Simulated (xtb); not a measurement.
BrCdHS, SMILES [SH][Cd][Br]. All values are semi-empirical tight-binding results from xtb (GFN2-xTB unless named), good for trends rather than for accurate numbers. Geometry: GFN2-xTB. Other conformers were not sampled.

For metal compounds this method's bond lengths and energies can be far off.

```
Quantity                                       Result
-------------------------------------  --------------
point group as xtb finds it                        Cs
orbital gap                                   2.78 eV
zero-point energy                        5.3 kcal/mol
G − E(el) at 298.15 K (modified RRHO)  -14.8 kcal/mol
```
